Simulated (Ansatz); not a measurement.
Input and output for W2O6.

```yaml
crystal:
  periodic: [false, false, false]
  atoms:
    - {symbol: W, position_ang: [-1.274253, -0.552912, -0.431788]}
    - {symbol: W, position_ang: [1.274208, 0.552906, 0.431806]}
    - {symbol: O, position_ang: [-2.574662, 0.357887, -1.105658]}
    - {symbol: O, position_ang: [2.574743, -0.357929, 1.105395]}
    - {symbol: O, position_ang: [0.480586, -0.186312, -1.179587]}
    - {symbol: O, position_ang: [1.713466, 2.218660, 0.347775]}
    - {symbol: O, position_ang: [-1.713538, -2.218640, -0.347566]}
    - {symbol: O, position_ang: [-0.480559, 0.186351, 1.179613]}
basis:
  gaussian: {orbitals: def2-TZVPP}
hamiltonian: {xc: {name: wPBEh}}
scf: {omitted_lower_state_checks: [starts]}
output: {forces: true}
```

```sh
$ ansatz run in.yaml --threads 4 --pin off --events-out ev --progress --plain --max-ram 8704MiB
```

Output, abridged:

```
Functional definition: wPBEh
  name "wPBEh"
  cite "Heyd, Scuseria & Ernzerhof, J. Chem. Phys. 118, 8207 (2003) doi:10.1063/1.1564060"
  cite "Krukau, Vydrov, Izmaylov & Scuseria, J. Chem. Phys. 125, 224106 (2006) doi:10.1063/1.2404663"
  cite "Heyd & Scuseria, J. Chem. Phys. 120, 7274 (2004) doi:10.1063/1.1668634"
  cite "Ernzerhof & Perdew, J. Chem. Phys. 109, 3313 (1998) doi:10.1063/1.476928"
  cite "Perdew, Burke & Ernzerhof, Phys. Rev. Lett. 77, 3865 (1996) doi:10.1103/PhysRevLett.77.3865"
  parent pbe
  parameter a = 0.25
  parameter omega = 0.11/bohr
  exchange = wpbe_x - a*pbe_x_sr(omega) + a*exact_x_sr(omega)
  correlation = pbe_c
these checks for a lower state are left out or cut short: starts
1706 factors; their error is unknown
109 factors; integrals over basis functions are off by at most 3.0e-7 eV
mean field evaluation 1: about -15896.0236 eV, gradient 1.5e2 eV
mean field evaluation 2: about -15332.7259 eV, gradient 5.2e2 eV
mean field evaluation 4: about -15925.4959 eV, gradient 7.9e1 eV
mean field evaluation 8: about -15935.9721 eV, gradient 1.6e-1 eV
mean field evaluation 16: about -15936.0084 eV, gradient 7.4e-3 eV
mean field -15936.00842128 eV, -585.6375076674 hartree, gradient 5.8e-5 eV, S^2 0.000000; 0 other end points of the search recorded, 0 dependent functions left out
the calculation of the forces begins
reference -15936.00846711 eV, -585.6375093520 hartree; 38, 38 occupied and 260, 260 virtual orbitals, 1706 factors
Total energy: -15936.00846711 eV, -585.6375093520 hartree
Atom 0 at    -1.274253    -0.552912    -0.431788 Å, force    -0.682467    -0.296214    -0.231768 eV/Å
Atom 1 at     1.274208     0.552906     0.431806 Å, force     0.684862     0.297275     0.231812 eV/Å
Atom 2 at    -2.574662     0.357887    -1.105658 Å, force     1.148038    -0.721075     0.582101 eV/Å
Atom 3 at     2.574743    -0.357929     1.105395 Å, force    -1.148420     0.720947    -0.581423 eV/Å
Atom 4 at     0.480586    -0.186312    -1.179587 Å, force    -0.301988     0.116385     0.738977 eV/Å
Atom 5 at     1.713466     2.218660     0.347775 Å, force    -0.436470    -1.408785     0.044401 eV/Å
Atom 6 at    -1.713538    -2.218640    -0.347566 Å, force     0.436350     1.408609    -0.044908 eV/Å
Atom 7 at    -0.480559     0.186351     1.179613 Å, force     0.300096    -0.117142    -0.739192 eV/Å
Dipole moment:    -0.000198    -0.000066     0.000005 e Å
Checks for a lower state left out: starts
```

It took 6 s on 4 threads of Intel Xeon 6975P-C on a shared host, peak host memory 1.2 GiB.

In the def2 sets W takes a core potential; there is no spin–orbit coupling.
